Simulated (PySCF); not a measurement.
**Dipole response of Sn(30+) (tin, charge +30)**

[Ar] 3d2, high-spin 3F determinant. Calculation: PySCF 2.14, in an uncontracted even-tempered set (18 s from 4.4 bohr⁻², ratio 2.5; 12 p from 5.7 bohr⁻², ratio 2.5; 8 d from 5.7 bohr⁻², ratio 2.5; 4 f from 20 bohr⁻², ratio 2.7; 3 g from 30 bohr⁻², ratio 2.7); scalar relativity by spin-free X2C-1e. Coupled (time-dependent) response in atomic units; α is the mean over directions.

| method | mean α (bohr³) | C₆ (like pair) | S(−4) |
| --- | --- | --- | --- |
| UHF | 0.01964 | 0.003513 | 0.0002284 |

S(−4) is the Cauchy moment in α(ω) = α(0) + S(−4) ω² + …

Spin-orbit coupling is absent.

α(iu) at UHF:

```csv
u (hartree),α(iu) (bohr³)
0,0.01964
1.00,0.01941
2.00,0.01878
4.00,0.01668
6.00,0.01426
8.00,0.01208
10.0,0.01032
15.0,0.007454
20.0,0.005845
30.0,0.004094
50.0,0.002435
```

For an ion, C₆ is the dispersion term alone; charge-induced terms of lower order in 1/R come first.

Spin-orbit coupling, absent here, splits the open shell strongly.
